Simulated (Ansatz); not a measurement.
Geometry optimisation, RHF/def2-SVP (Ansatz).

Input:

```yaml
crystal:
  periodic: [false, false, false]
  atoms:
    - { symbol: Ga, position_ang: [-0.7357, 0.4589, 0.8132] }
    - { symbol: "N", position_ang: [0.5499, -0.2454, -0.8978] }
    - { symbol: O, position_ang: [0.2825, -0.6988, 1.5406] }
    - { symbol: H, position_ang: [0.721, -0.7538, 0.3381] }
    - { symbol: Cl, position_ang: [-2.2937, 1.7938, 1.1268] }
    - { symbol: H, position_ang: [0.1835, -0.866, -1.613] }
    - { symbol: H, position_ang: [1.2927, 0.3113, -1.308] }
basis:
  gaussian: { orbitals: def2-SVP }
hamiltonian:
  xc: hf
relax:
  f_tol: 0.15
  max_steps: 25
  restrain:
    - { distance: [3, 1], at: 1.02, k: 30.0 }
    - { distance: [0, 1], at: 3.23, k: 30.0 }
    - { distance: [3, 2], at: 2.27, k: 30.0 }
output:
  orbitals: {}
```

Command:

```bash
$ ansatz run input.yaml --threads 2 --pin off --max-ram 3072MiB --backend cpu --events-out ev --progress --plain --runs-dir out
```

Question: Where does it end, and by what steps?

Answer: The run converged. The restraints hold the end off the free minimum. After 6 steps the energy has fallen by 0.285 eV (the restraints' own energy left out); Ga1 moved furthest, 0.76 Å. Parted: Ga1–N2. Joined: N2–H4.

| step | energy less start (eV) | largest force component (eV/Å) | accepted |
| --- | --- | --- | --- |
| 0 | 0.0000 | 1.489 | yes |
| 1 | 0.5783 | 5.065 | yes |
| 2 | 0.2620 | 3.735 | yes |
| 3 | 0.0867 | 1.265 | yes |
| 4 | -0.1181 | 1.635 | yes |
| 5 | -0.2852 | 0.435 | yes |
| 6 | -0.2846 | 0.551 | yes |

```xyz
7
Properties=species:S:1:pos:R:3
Ga -0.997 0.494 1.528
N 0.635 -0.273 -1.133
O 0.108 -0.648 1.927
H 0.832 -0.692 -0.229
Cl -2.459 1.953 1.150
H 0.408 -1.008 -1.779
H 1.473 0.174 -1.464
```

Run time: 8.2 s on 2 threads of Intel(R) Xeon(R) 6975P-C (Granite Rapids), with other jobs on the host, peak memory 0.2 GiB.
